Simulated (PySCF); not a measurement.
Heteronuclear NMR

Bonds (- single, = double, # triple, : aromatic): C1-C2, C2=C3, C3-P4, P4-C5, P4=O6, P4-C7, C7=C8, C8-P9. C1 carries H10, H11, H12; C2 carries H13; C3 carries H14; C5 carries H15, H16, H17; C7 carries H18; C8 carries H19; P9 carries H20, H21. Stereochemistry as in C/C=C/[P@@](C)(=O)/C=C/P.

Computed data (PySCF 2.14.0 with density-fitted response routines): GFN2-xTB geometry, shielding tensors at PBE0/pcSseg-1 (GIAO). One conformer, rapidly exchanging positions averaged, gas phase, no relativistic terms.

Question: What are the $^{31}$P shifts?

Answer: 
| atoms | environment | σ (ppm) | δ (ppm) |
| --- | --- | --- | --- |
| P4 | phosphorus bonded to 3 C, O | 326.6 | -0.5 |
| P9 | phosphorus bonded to C, 2 H | 469.6 | -119.0 |

Shieldings were converted by a linear fit to measured shifts: $^{31}$P: δ = 270.09 − 0.828σ (rms 18.1 ppm, 64 shifts vs H3PO4, solution or neat liquid). Occasional misses reach two or three times the rms, and more in compound classes unlike the fitted ones.

On a 300 MHz spectrometer $^{31}$P resonates near 121.4 MHz, so 1 ppm is 121.4 Hz.

Question: What are the $^{17}$O shifts?

Answer: 
```
atoms  environment  σ (ppm)  δ (ppm)
   O6   P=O oxygen    267.1     23.4
```

Shieldings were converted by a linear fit to measured shifts: $^{17}$O (scatter 10.7 ppm rms, 12.2 ppm with the 3 outliers that the fit left out vs liquid water, solution or neat liquid). Occasional misses reach two or three times the rms, and more in compound classes unlike the fitted ones.

On a 600 MHz spectrometer $^{17}$O resonates near 81.3 MHz, so 1 ppm is 81.3 Hz.
